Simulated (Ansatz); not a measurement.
## Two structures, one formula

The two ends of one reaction step of AlSiH7O4, singlet (PBE0-D4/def2-TZVP).

A:

```json
{"atom": "Al1", "x (Å)": "-0.6807", "y (Å)": "-0.5273", "z (Å)": "0.4152"}
{"atom": "O2", "x (Å)": "-0.0715", "y (Å)": "0.0479", "z (Å)": "2.1895"}
{"atom": "O3", "x (Å)": "-0.7615", "y (Å)": "-2.2255", "z (Å)": "0.3326"}
{"atom": "O4", "x (Å)": "-2.1737", "y (Å)": "0.2860", "z (Å)": "0.6694"}
{"atom": "H5", "x (Å)": "0.6555", "y (Å)": "0.6756", "z (Å)": "2.0991"}
{"atom": "O6", "x (Å)": "0.5675", "y (Å)": "0.2780", "z (Å)": "-0.4362"}
{"atom": "Si7", "x (Å)": "1.3857", "y (Å)": "0.8104", "z (Å)": "-1.7228"}
{"atom": "H8", "x (Å)": "-0.8471", "y (Å)": "0.5312", "z (Å)": "2.5123"}
{"atom": "H9", "x (Å)": "-0.0569", "y (Å)": "-2.7539", "z (Å)": "-0.0350"}
{"atom": "H10", "x (Å)": "-3.0078", "y (Å)": "-0.0875", "z (Å)": "0.3944"}
{"atom": "H11", "x (Å)": "2.0195", "y (Å)": "-0.3168", "z (Å)": "-2.4650"}
{"atom": "H12", "x (Å)": "2.4685", "y (Å)": "1.7360", "z (Å)": "-1.2830"}
{"atom": "H13", "x (Å)": "0.5025", "y (Å)": "1.5461", "z (Å)": "-2.6704"}
```

B:

Al1  (-0.491, -0.529, 0.825)
O2  (-0.185, -0.047, 2.428)
O3  (-1.174, -2.045, 0.448)
O4  (-1.053, 0.673, -0.364)
H5  (2.015, -0.333, 0.120)
O6  (1.094, -0.147, -0.067)
Si7  (0.748, 1.009, -1.346)
H8  (-0.754, -0.249, 3.166)
H9  (-1.189, -2.778, 1.058)
H10  (-1.800, 0.501, -0.937)
H11  (2.183, 0.996, -1.818)
H12  (0.564, 2.422, -0.955)
H13  (0.041, 0.527, -2.558)
(Å)

Program: Ansatz 0.2.0. Basis: def2-TZVPP. Cores are frozen in the correlated methods. B3LYP uses VWN-RPA correlation.

Which structure is lower at CCSD(T), and by how much? (To be estimated.)

The calculation gives: A, by 28.9 kJ/mol (electronic energy, against the other). By their contacts, A is AlSiH₇O₄ ([OH][Al]([OH])([OH2])[O][SiH3]) and B is AlSiH₇O₄ ([OH][Al]1([OH])[OH][SiH3][OH]1).

All methods give the same order:

```
      method  E(B) − E(A) (kJ/mol)
       SPW92                   8.1
      PBE-D4                  21.6
     BLYP-D4                  29.9
   r2SCAN-D4                  25.0
      B97M-V                  28.4
     PBE0-D4                  23.6
    B3LYP-D4                  30.6
  r2SCAN0-D4                  25.8
    BHLYP-D4                  32.6
CAM-B3LYP-D4                  29.8
     wB97X-V                  26.1
     wB97M-V                  23.7
      B2PLYP                  33.0
    PBE-QIDH                  26.0
  RPA on PBE                  28.6
          HF                  52.1
         MP2                  27.8
        CCSD                  31.6
     CCSD(T)                  28.9
```

T1 diagnostic: at most 0.012.

Labels in which every atom is bracketed show which atoms are joined, not bond orders.

For scale, one of the runs: CCSD(T)/def2-TZVPP, 306 basis functions, launched by `ansatz run in.yaml --threads 8 --pin off --events-out ev --progress --plain --max-ram 19148MiB`. The run took 6.2 min on 8 CPU threads of an Intel Xeon (shared host), with 11 GiB of host memory at its peak.
